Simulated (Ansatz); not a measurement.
```yaml
crystal:
  periodic: [false, false, false]
  atoms:
    - {symbol: C, position_ang: [-0.140271, -2.521668, 0.662878]}
    - {symbol: C, position_ang: [0.044138, -1.240876, 0.972137]}
    - {symbol: Si, position_ang: [0.787288, -0.000105, -0.211799]}
    - {symbol: N, position_ang: [1.273223, -0.678324, -1.715821]}
    - {symbol: C, position_ang: [-0.444653, 1.374151, -0.534983]}
    - {symbol: C, position_ang: [-0.979833, 2.042204, 0.728432]}
    - {symbol: H, position_ang: [0.147420, -2.912865, -0.310057]}
    - {symbol: H, position_ang: [-0.578315, -3.235413, 1.355717]}
    - {symbol: H, position_ang: [-0.259360, -0.912666, 1.966854]}
    - {symbol: H, position_ang: [2.013948, 0.556164, 0.430623]}
    - {symbol: H, position_ang: [0.592153, -0.965339, -2.399393]}
    - {symbol: H, position_ang: [2.113776, -1.227165, -1.786504]}
    - {symbol: H, position_ang: [0.044631, 2.110334, -1.181575]}
    - {symbol: H, position_ang: [-1.273512, 0.957900, -1.120287]}
    - {symbol: H, position_ang: [-1.525947, 1.333446, 1.355937]}
    - {symbol: H, position_ang: [-1.663485, 2.861875, 0.493049]}
    - {symbol: H, position_ang: [-0.170203, 2.457944, 1.334890]}
basis:
  gaussian: {orbitals: aug-cc-pVTZ}
hamiltonian: {xc: {name: HF}}
correlation: {method: mp2, frozen_orbitals: {C: 0}}
accuracy: high
output: {forces: true}
```

```sh
$ ansatz run in.yaml --threads 2 --pin off --events-out ev --progress --plain --max-ram 20480MiB --backend cuda --devices 0, --max-vram 18GiB
```

Shortened log:

```
Functional definition: HF
Error: "frozen_orbitals" has no count for Si
```

Something in this input is off. What?

Frozen orbitals are typed for one element alone, and the program wants a count for each. The program refused the input.
